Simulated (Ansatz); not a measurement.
`C[NH][Al]([F])[Br]` + HCl → `[F][Al]([Cl])[Br]` + CH₃NH₂ at 500 K and 1 bar (ligand exchange at the Al–N bond).

Program: Ansatz. Geometries: PBE0-D4/def2-TZVP. ΔE: electronic, gas phase. CCSD(T)/CBS is the MP2 limit (def2-TZVPP, def2-QZVPP) plus CCSD(T) − MP2 in def2-TZVPP, frozen cores. This one scheme is used for every species. For Br outer-core shells are correlated without core-valence functions, which leaves a few kJ/mol of doubt a bond. Scalar relativity is left out up to krypton. Each species was taken in one conformer, which may not be the lowest.

```tsv
species	CCSD(T)/CBS energy (Eh)	H − E (kJ/mol)	S (J/(mol·K))
`C[NH][Al]([F])[Br]`	-3010.47210	198.3	422.7
HCl	-460.38127	32.5	201.9
`[F][Al]([Cl])[Br]`	-3375.12363	45.2	366.4
CH₃NH₂	-95.75281	191.8	270.3
```

H − E and S are ideal-gas, rigid-rotor, harmonic terms from PBE0-D4/def2-TZVP, for one conformer and one mirror image of each species. 1 Eh = 2625.50 kJ/mol, R = 8.31446 J/(mol·K).

**Question.** By hand: ΔE, ΔH, ΔS and ΔG.

**Answer.** ΔE = (-3375.12363) + (-95.75281) − (-3010.47210) − (-460.38127) = -0.02307 Eh = -60.6 kJ/mol. Δ(H − E) = 45.2 + 191.8 − 198.3 − 32.5 = 6.2, so ΔH = -54.4 kJ/mol. ΔS = 366.4 + 270.3 − 422.7 − 201.9 = 12.1 J/(mol·K). ΔG = -54.4 − 500 × (12.1)/1000 = -60.4 kJ/mol.

**Question.** By hand: the equilibrium constant, and the temperature at which ΔG would vanish if ΔH and ΔS stayed fixed.

**Answer.** log₁₀ K = −ΔG/(RT ln 10) = 6.3. ΔH and −TΔS have one sign here, so there is no such temperature.

The number of gas molecules stays the same, so ΔS is small and ΔH decides. A doubt of 5 kJ/mol in ΔE shifts log₁₀ K by 0.5 here. Other conformers and mirror images would add mixing entropy, several J/(mol·K) or more a flexible species. These are equilibria of isolated gas molecules and say nothing of rates. Largest T1 diagnostic: 0.010 (customary marks: 0.02 for closed shells, 0.045 for open ones).

ΔS is within the doubt of such terms, so its sign, and with it that verdict, could turn.
